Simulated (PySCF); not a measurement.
# Assignment exercise: C7H11ClSi

Numbering as in the mapped SMILES `[CH3:1][CH2:2][CH2:3][C:4]1=[CH:5][CH:6]=[C:7]([Cl:8])[SiH2:9]1` (H(Xn): hydrogen on atom n).

- GIAO PBE0/pcSseg-1 shieldings
- geometry from GFN2-xTB
- code: PySCF 2.14
- relativity neglected, one averaged value for each set of equivalent atoms, isolated molecule, one computed conformer

References, each an isolated molecule treated in the same way: TMS for 13C (σref 186.93), 1H (σref 31.72).

(1) Assign these signals to the numbered atoms. 13C{1H} NMR (computed): δ 150.8, 150.6, 150.2, 150.0, 40.8, 29.5, 16.0.

(2) Assign these signals to the numbered atoms. 1H NMR (300 MHz, computed): δ 6.87 (m, 1H), 6.79 (m, 1H), 4.57 (s, 2H), 2.35 (t, 2H), 1.47 (m, 2H), 1.10 (t, 3H).

## Answers

(1) 
150.8 → C4, fully substituted alkene carbon: an sp2 carbon of a C=C bond
150.6 → C6, alkene CH: as expected for a trigonal carbon in a double bond
150.2 → C5, alkene CH
150.0 → C7, fully substituted alkene carbon: the olefinic region
40.8 → C3, allylic sp3 CH2: aliphatic region, no heteroatom directly attached
29.5 → C2, sp3 CH2: a saturated carbon with 2 carbon neighbours and no heteroatom attached
16.0 → C1, methyl carbon: a saturated carbon with 1 carbon neighbour and no heteroatom attached

C4 and C6; C6 and C5; C5 and C7 lie closer than the usual error of such a calculation, so a measured spectrum could show them in the other order.

(2) 
6.87 → H(C6), hydrogen on an alkene CH: olefinic region
6.79 → H(C5), hydrogen on an alkene CH
4.57 → H(Si9), hydrogen on a silicon bonded to 2 C, in a 5-membered ring
2.35 → H(C3), hydrogen on an allylic sp3 CH2: allylic position
1.47 → H(C2), hydrogen on an sp3 CH2
1.10 → H(C1), hydrogen on a methyl carbon: far from electronegative atoms and π systems

H(C6) and H(C5) lie closer than the usual error of such a calculation, so a measured spectrum could show them in the other order.

Carbons that carry Cl, above all several Cl atoms, come out too deshielded, partly because spin–orbit coupling is missing. Shifts are as computed. Against solution values, carbons near 30 ppm lie about +3 ppm off and those near 130 ppm about +5 ppm; carbons on Cl a further +6 ppm. Of 1211 compounds with measured shifts, 218 miss one by over three times the rms of a fit or turn the order of signals round; such compounds aren't used in these exercises. No couplings were computed; multiplicities are counted from neighbouring protons, with m where these are inequivalent, close in shift, in a saturated or five-membered ring or joined by F or P, and br s for small geminal =CH2 splittings.
